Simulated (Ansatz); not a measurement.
Input for Ansatz (a program for electronic structure): U-PBE0/def2-TZVPP on C2H2Cl (SMILES [CH]=CCl), 2S+1 = 2.

Ansatz 0.2 input:
```yaml
crystal:
  periodic: [false, false, false]
  atoms:
    - {symbol: C, position_ang: [-1.68651779, 0.25526422, 0.23108136]}
    - {symbol: C, position_ang: [-0.45635051, 0.65445965, 0.27004589]}
    - {symbol: Cl, position_ang: [0.89912307, -0.38248125, -0.21054077]}
    - {symbol: H, position_ang: [-2.30347839, -0.58883020, -0.01671633]}
    - {symbol: H, position_ang: [-0.12440403, 1.63266822, 0.58914586]}
basis:
  gaussian:
    orbitals: def2-TZVPP
hamiltonian:
  xc: {name: PBE0}
magnetization: {spin_polarized: true, initial_magnetization: 1}
accuracy: high
relax: {f_tol: 0.0005, max_steps: 60}
output: {forces: true}
```

Predict the final total energy.

-537.2976 hartree.

How many basis functions does it have, and what does it roughly cost on one machine?

132 functions; around 2.7 core-minutes (rough).
